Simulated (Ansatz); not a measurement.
# A family of molecules: the HOMO–LUMO gap

One atom is swapped for its congeners: CHBr2F (dibromofluoromethane) `FC(Br)Br`; CHBr2Cl (chlorodibromomethane) `ClC(Br)Br`; CHBr3 `BrC(Br)Br`; CHBr2I (dibromoiodomethane) `BrC(Br)I`. All are singlets with charge 0.

Shapes, held fixed at every level: PBE0-D4/def2-TZVP. Programs: Ansatz 0.2.0. Values in eV.

```csv
level,CHBr2F,CHBr2Cl,CHBr3,CHBr2I
PBE-D4/def2-TZVPP,4.84,4.40,4.09,3.38
r2SCAN-D4/def2-TZVPP,5.31,4.83,4.50,3.75
B3LYP-D4/def2-TZVPP,6.57,6.15,5.80,4.95
PBE0-D4/def2-TZVPP,7.11,6.68,6.32,5.43
r2SCAN0-D4/def2-TZVPP,7.40,6.94,6.57,5.65
wB97X-V/def2-TZVPP,11.71,11.30,10.90,9.86
wB97M-V/def2-TZVPP,11.43,11.03,10.63,9.61
```

At wB97M-V/def2-TZVPP the HOMO–LUMO gap falls at every step, from 11.43 to 9.61 eV. Every level shows the same order. For atoms past krypton def2 sets carry core potentials with scalar relativity. Relativity is left out for Br unless named. Orbital gaps aren't excitation energies, and the LUMO depends on the basis.
